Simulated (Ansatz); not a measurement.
Basis-set extrapolation for CH₅AlOSi, SMILES `O[SiH]1[CH2][AlH]1` (PBE0-D4/def2-TZVP geometry, frozen core, Ansatz). Multiplicity 1, RHF reference.

|  | def2-TZVPP | def2-QZVPP |
| --- | --- | --- |
| HF | -646.541053 | -646.562576 |
| MP2 correlation | -0.607646 | -0.653014 |
| CCSD(T) correlation | -0.669633 | not run |

Energies in hartree. Use E(X) = E(∞) + A·exp(−7.88·√X) for Hartree–Fock and E(X) = E(∞) + B·X^(−2.97) for correlation, with X = 3 and 4, and add CCSD(T) minus MP2 of the smaller set to the MP2 limit.

Task: What is the CCSD(T) energy at the basis-set limit?

Result: HF limit: -646.562576 + (-0.021523) × 0.13774 = -646.56554. MP2 limit: -0.653014 + (-0.045368) × 0.74074 = -0.68662. Higher-order term: -0.669633 − (-0.607646) = -0.06199. Total: -647.31415 hartree, 2.82 eV below CCSD(T)/def2-TZVPP.
